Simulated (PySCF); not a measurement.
Computed structure and properties of CeF4(NH3)

System: CeF4(NH3) (singlet); start: displaced along the imaginary mode (Cs). Method: PySCF 2.14.0, RKS TPSS, Ce lcecp-2-SVP with ECP46, F def2-SVP, N def2-SVP, H def2-SVP; non-relativistic Hamiltonian with scalar-relativistic core potentials where named; density fitting; no spin-orbit coupling.

Input of the relaxation:

```python
mol = gto.M(atom='''
Ce     0.06391     0.11904     0.00000
F     -0.14255    -0.59738     1.95396
F     -0.14255    -0.59738    -1.95396
F      2.11733     0.27767     0.00000
F     -0.97730     1.90009    -0.00000
N     -1.44408    -2.01501    -0.00000
H     -2.03941    -2.10212     0.83405
H     -2.03941    -2.10212    -0.83405
H     -0.84453    -2.85344    -0.00000''',
    basis={'Ce': 'lcecp-2-SVP', 'F': 'def2-SVP', 'N': 'def2-SVP', 'H': 'def2-SVP'},
    ecp={'Ce': 'lcecp-2-SVP'},
    charge=0, spin=0)
mf = dft.RKS(mol, xc='TPSS')
mf.grids.atom_grid = (50, 194)  # f atoms: unpruned, at least (60, 302)
mf = mf.density_fit()  # fitting sets: Ce AutoAux, F def2-universal-JKFIT, N def2-universal-JKFIT, H def2-universal-JKFIT
mf.conv_tol = 1e-08; mf.max_cycle = 55
mf.kernel(dm0)  # dm0: converged density of the start geometry
# quasi-Newton relaxation in Cartesian coordinates to a largest gradient under 0.00045 Eh/bohr, steps kept in the point group
```

Run from Python with OMP_NUM_THREADS=2; the lines above give its settings. Where DIIS fails, smearing, a level shift and second-order steps follow.
It took 2.8 min on 2 threads of Arm Neoverse V2, on a shared host, from the converged density of the start.

Course of the relaxation:

| step | energy above end (eV) | largest force component within the symmetry (eV/Å) |
| --- | --- | --- |
| 0 | 0.1570 | 0.152 |
| 1 | 0.1549 | 0.046 |
| 2 | 0.1523 | 0.072 |
| 3 | 0.1442 | 0.204 |
| 4 | 0.1342 | 0.224 |
| 5 | 0.1252 | 0.386 |
| 6 | 0.1239 | 0.414 |
| 7 | 0.1200 | 0.628 |
| 19 | 0.0013 | 0.099 |
| 20 | 0.0007 | 0.054 |
| 21 | 0.0003 | 0.024 |
| 22 | 0.0001 | 0.028 |
| 23 | 0.0000 | 0.030 |
| 24 | 0.0000 | 0.013 |
(The steps between are left out.)

Relaxed geometry (C3v):

```xyz
9

Ce    0.3321   -0.0692    0.0000
F     0.6470   -1.1282    1.7471
F     0.6470   -1.1282   -1.7471
F     1.9004    1.2740    0.0000
F    -1.3244    1.1680    0.0000
N    -1.6864   -1.8237    0.0000
H    -2.2997   -1.7313    0.8205
H    -2.2997   -1.7313   -0.8205
H    -1.3648   -2.8006    0.0000
```

| contact | Å |
| --- | --- |
| Ce1–F2 (F) | 2.067 |
| Ce1–F3 (F) | 2.067 |
| Ce1–F4 (F) | 2.065 |
| Ce1–F5 (F) | 2.068 |
| Ce1–N6 (NH3) | 2.674 |

On the finer grid (75, 302):

| Item | Value |
| --- | --- |
| HOMO | not given (4f levels lie in the core) |
| LUMO | not given (4f levels lie in the core) |
| Dipole about the centre of mass | 5.17 D |
| Set of Mulliken populations of Ce1 outside the core potential | s 2.16, p 6.25, d 1.94, f 0.19 |
| D3(BJ) dispersion energy (not in the energies) | -0.197 eV |

```csv
atom,Mulliken (e),Löwdin (e),spin (e)
Ce1,1.46,1.09,0.00
F2,-0.41,-0.33,0.00
F3,-0.41,-0.33,0.00
F4,-0.41,-0.32,0.00
F5,-0.41,-0.33,0.00
N6,-0.28,-0.06,0.00
H7,0.15,0.10,0.00
H8,0.15,0.10,0.00
H9,0.15,0.10,0.00
```

The large-core potential holds the 4f shell empty.

No frequency check is given for this geometry.

Taking off one F (charge -1, singlet; the rest: singlet) in vacuum, both parts rigid, costs 11.91 eV; the small basis without counterpoise inflates it. Most of it is the attraction of opposite charges; other ways to part are cheaper, and one spin state was tried for the rest.

Rigid scan of F along the line from its metal:

| distance to F2 (Å) | energy (eV) |
| --- | --- |
| 1.77 | 1.539 |
| 1.87 | 0.584 |
| 1.97 | 0.125 |
| 2.07 | 0.000 |
| 2.17 | 0.094 |
| 2.27 | 0.327 |
| 2.47 | 1.003 |
| 2.77 | 2.131 |
| 3.17 | 3.425 |
| 3.67 | 4.591 |

Taking off one NH3 (charge 0, singlet; the rest: singlet) in vacuum, both parts rigid, costs 1.22 eV; the small basis without counterpoise inflates it.

Rigid scan of NH3 along the line from its metal:

```csv
distance to N6 (Å),energy (eV)
2.37,0.292
2.47,0.111
2.57,0.024
2.67,0.000
2.77,0.018
2.87,0.063
3.07,0.192
3.37,0.399
3.77,0.629
4.27,0.835
```

One start shape was tried, so this needn't be the lowest isomer.
